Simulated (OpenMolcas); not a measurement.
# Co2+: moving or changing the point charges

Co2+ among 4 point charges of -2.5 e arranged as a square (D4h), 2.15 Å from the ion.

```yaml
Program: OpenMolcas
Method: CASSCF
Basis: ANO-RCC-VDZP [5s4p2d1f]
Scalar_Hamiltonian: DKH2, point nucleus
Active_space: 7 electrons in 5 orbitals (3d)
State_averaging: 2S+1 = 4 even, 10 roots; 2S+1 = 2 even, 40 roots
Spin-orbit_coupling: RASSI with atomic mean-field integrals over the reference wave functions
```

Runs around this geometry, states (labels of D4, the rotations of D4h). Energies in cm-1 above the lowest state or level, χT in cm3 K/mol.

```
R (Å)  q (e)  Ground state  First state of that spin  First gap with spin-orbit (degeneracies)  χT at 300 K  First state of another spin
 2.15     -2            4E                 4A2 231.7                               84.1 (2, 2)        4.588                    2A1 18185
 2.15   -2.5            4E                  4A2 2407                               74.6 (2, 2)        3.079                     2E 17072
 2.29   -2.5            4E                 4A2 551.3                               30.1 (2, 2)        4.320                     2E 18252
```

Taking the first state of the same spin as R^-n, n = -ln(551.3 / 2407) / ln(2.29 / 2.15) = 23.4 between the shortest and longest distance.

An orbital doublet at a regular site is open to a Jahn-Teller distortion, which this geometry leaves out. Without dynamic correlation the repulsion within the d shell is too large (B by tens of per cent), so at a given field states of lower spin stand too high. Spin-orbit coupling mixes the spin-free states strongly: the lowest level takes only 54 % from its leading state, 4E (figures for R = 2.15, q = -2; the like holds for R = 2.29, q = -2.5). This is an electrostatic model: the charges have no orbitals. No measured value stands beside these numbers.
